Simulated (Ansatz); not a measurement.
Cost and result for the atomization energy of B2FH4N, SMILES `NBBF` (8 atoms, 7 bonds).

```xyz
8

N     0.776   -0.649   -0.849
B    -0.231   -0.566    0.103
B    -0.584    0.987    0.735
F    -1.511    1.162    1.668
H     1.067   -1.508   -1.286
H     1.289    0.156   -1.171
H    -0.780   -1.586    0.416
H    -0.026    2.003    0.385
```

The species carries charge 0 and has multiplicity 1. All single points use the PBE0-D4/def2-TZVP geometry. It is one conformer, not always the lowest. Program: Ansatz. All runs use 2 threads of an Intel Xeon Platinum 8488C on a shared host. Times are those of one run each, without the atoms' runs, and a repeat can differ threefold. Electronic energies, without spin–orbit coupling; frozen cores. CCSD(T)/CBS adds CCSD(T) − MP2 in def2-TZVPP to the MP2 limit, and its time is that of the two runs behind it. T1 = 0.015. B3LYP takes the VWN-RPA correlation (the form of Gaussian; ORCA's B3LYP/G). HSE06 is the plane-wave form, built on full-range PBE exchange.

CCSD(T)/CBS is a level of theory with its own doubt, some kJ/mol a heavy atom from the limit and from the frozen cores, so smaller differences don't rank the functionals.

```
                            level  functions  wall time
             revPBE-D4/def2-TZVPP        180      1.1 s
  PBE-D4/def2-TZVPP (with forces)        180      1.4 s
              HSE06-D4/def2-TZVPP        180      1.7 s
                 CCSD(T)/def2-SVP         76        2 s
B3LYP-D4/def2-TZVPP (with forces)        180      2.1 s
            r2SCANh-D4/def2-TZVPP        180      2.1 s
              PBE-QIDH/def2-TZVPP        180      3.1 s
               ωB97X-V/def2-TZVPP        180      3.7 s
                B97M-V/def2-TZVPP        180      4.2 s
 ωB97M-V/def2-TZVPP (with forces)        180      4.8 s
                   MP2/def2-QZVPP        348       13 s
               CCSD(T)/def2-TZVPP        180       29 s
                CCSD(T)/CBS(def2)          –       42 s
```

(1) What atomization energy does each give, and how far from CCSD(T)/CBS? (Estimate.)

Answers

(1) Computed: 
| level | atomization (kJ/mol) | difference from CCSD(T)/CBS | per bond |
| --- | --- | --- | --- |
| revPBE-D4/def2-TZVPP | 3026.0 | 3.2 | 0.5 |
| PBE-D4/def2-TZVPP (with forces) | 3110.4 | 87.6 | 12.5 |
| HSE06-D4/def2-TZVPP | 3050.9 | 28.1 | 4.0 |
| CCSD(T)/def2-SVP | 2885.5 | -137.3 | -19.6 |
| B3LYP-D4/def2-TZVPP (with forces) | 3061.9 | 39.1 | 5.6 |
| r2SCANh-D4/def2-TZVPP | 3029.9 | 7.1 | 1.0 |
| PBE-QIDH/def2-TZVPP | 3019.3 | -3.5 | -0.5 |
| ωB97X-V/def2-TZVPP | 3048.2 | 25.4 | 3.6 |
| B97M-V/def2-TZVPP | 3050.1 | 27.3 | 3.9 |
| ωB97M-V/def2-TZVPP (with forces) | 3057.9 | 35.1 | 5.0 |
| MP2/def2-QZVPP | 3058.5 | 35.7 | 5.1 |
| CCSD(T)/def2-TZVPP | 2948.9 | -73.9 | -10.6 |
| CCSD(T)/CBS(def2) | 3022.8 | 0.0 | 0.0 |

In def2-TZVPP, CCSD(T) changes the Hartree–Fock value by +667.7 kJ/mol (the triples alone add +40.1 kJ/mol) and MP2 by +733.3 kJ/mol; breaking electron pairs costs correlation energy, which Hartree–Fock lacks. From r2SCAN to r2SCAN0 (25 % exact exchange), in def2-TZVPP and without D4, the atomization energy moves by −51.1 kJ/mol: exact exchange takes away binding that semilocal exchange gives to molecules. The D4 term adds +15.3 kJ/mol with B3LYP and +7.9 kJ/mol with PBE0; it sums over pairs of atoms, weighted by their polarisabilities, and B3LYP, whose exchange is more repulsive, gets the larger term.
